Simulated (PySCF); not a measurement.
A structure optimised at PBE-D3(BJ)/def2-SVP, used in a PySCF frequency run:

```xyz
12

F     -0.3654    -2.5715     0.0000
C      0.6233    -1.6499     0.0000
C      0.3643    -0.3307     0.0000
Si     1.7829     0.9050     0.0000
Si    -1.4079     0.2734     0.0000
F     -1.3031     1.9175     0.0000
H      1.6152    -2.1377     0.0000
H      3.0803     0.1403     0.0000
H      1.7229     1.7783     1.2209
H      1.7229     1.7783    -1.2209
H     -2.1502    -0.1435     1.2347
H     -2.1502    -0.1435    -1.2347
```

Question: Write its SMILES, formula and point group.

Answer: F/C=C(/[SiH3])[SiH2]F, C2H6F2Si2, Cs

Question: What are its rotational constants (standard atomic weights)?

Answer: 2.3096, 1.8566, 1.0554 GHz
